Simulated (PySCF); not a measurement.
A calculated (UHF, PySCF 2.14, Sapporo-DKH3-DZP-2012, scalar relativity by spin-free X2C-1e) atom or ion has these occupied shells.

```csv
shell,electrons,orbital energy (eV),"rms radius, mean of both spins (bohr)"
1s,2,-9055.7,0.0601
2s,2,-1141.9,0.254
2p,6,-982.78,0.228
3s,2,-148.92,0.767
3p,6,-100.28,0.819
3d,10,-21.917,1.14
```

(1) Name the element and its charge.

## Answers

(1) Cu⁺ (copper, charge +1), in [Ar] 3d10, closed-shell 1S.
